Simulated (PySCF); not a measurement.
Molfile (atoms numbered from 1):
```
C2H3ClSi
     RDKit          3D

  7  6  0  0  0  0  0  0  0  0999 V2000
    1.6753   -0.9994   -0.4118 C   0  0  0  0  0  0  0  0  0  0  0  0
    0.6398   -0.4503   -0.1433 C   0  0  0  0  0  0  0  0  0  0  0  0
   -0.9427    0.4167    0.2598 Si  0  0  0  0  0  4  0  0  0  0  0  0
   -0.7481    2.3617   -0.2595 Cl  0  0  0  0  0  0  0  0  0  0  0  0
    2.5797   -1.4848   -0.6455 H   0  0  0  0  0  0  0  0  0  0  0  0
   -1.1783    0.3358    1.6985 H   0  0  0  0  0  0  0  0  0  0  0  0
   -2.0224   -0.1747   -0.5253 H   0  0  0  0  0  0  0  0  0  0  0  0
  1  2  3  0
  2  3  1  0
  3  4  1  0
  1  5  1  0
  3  6  1  0
  3  7  1  0
M  END
```

Geometry: GFN2-xTB; GIAO shifts from PySCF 2.14.0 with density-fitted response routines, gas phase, non-relativistic, averaged over equivalent atoms.

At PBE0/pcSseg-1 (97 basis functions, 7.9 s wall time on 1 thread of an Intel Xeon Platinum 8488C, shared host):
| atoms | δ (ppm) |
| --- | --- |
| C1 | 105.4 |
| C2 | 86.7 |
| Si3 | -46.0 |
| H6/H7 | 5.24 |
| H5 | 2.15 |

Referencing at the same level of theory: 13C (σ = 186.93 ppm), 29Si (σ = 349.16 ppm), 1H (σ = 31.72 ppm) vs TMS.

**Question.** What do these become at PBE0/IGLO-III?

**Answer.** 
```
atoms  δ at PBE0/IGLO-III  change
   C1               104.3    -1.1
   C2                89.7    +3.0
  Si3               -51.1    -5.1
H6/H7                5.52   +0.28
   H5                2.03   -0.12
```

Shifts are taken against calculated references (same method and geometry level): 13C (σ = 186.35 ppm), 29Si (σ = 343.38 ppm), 1H (σ = 31.84 ppm) against TMS.

The largest change is at Si3 (silicon bonded to C, Cl, 2 H). Cost: 188 basis functions, 12 s wall time on 1 thread of an Intel Xeon Platinum 8488C, shared host.
